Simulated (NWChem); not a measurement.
Molecule: CH$_{6}$BNO$_{2}$; SMILES COB(N)O

```xyz
11

B     -0.0753    -0.5327     0.0000
O     -0.8906    -1.6487     0.0000
H     -0.3843    -2.4764     0.0000
O     -0.7514     0.6724     0.0000
C     -0.0565     1.8920     0.0000
H      0.5901     2.0154    -0.9019
H     -0.7914     2.7227     0.0000
H      0.5901     2.0154     0.9019
N      1.3519    -0.6000     0.0000
H      1.9472     0.2258     0.0000
H      1.8805    -1.4697     0.0000
```
Atoms are numbered in this order, from 1.

Level: PBE-D3(BJ)/def2-SVP (NWChem), optimised geometry, unscaled harmonic frequencies. 

```
frequency (cm⁻¹)  IR intensity (km/mol)
----------------  ---------------------
117                                 0.4
129                                 0.2
240                                 0.8
250                               104.2
329                               126.9
398                                 7.5
476                                 8.3
487                                38.4
621                                24.8
798                                 4.6
842                                11.3
964                               125.5
1126                               62.6
1137                                0.3
1180                               37.2
1356                              165.9
1388                              389.4
1422                                4.1
1428                               13.5
1461                              118.6
1549                              209.4
2900                               69.3
2961                               57.3
3040                               29.7
3544                               20.3
3641                               18.8
3793                               43.3
```

```json
{
  "zero_point_energy": "53.7 kcal/mol",
  "thermal correction to the enthalpy at 298.15 K (with zero-point energy)": "58.6 kcal/mol",
  "heat capacity Cv": "23.0 cal/(mol K)",
  "entropy at 298.15 K and 1 atm (symmetry number 1)": "78.9 cal/(mol K)",
  "dipole_moment": "3.49 D"
}
```

Rigid rotor and harmonic oscillator.
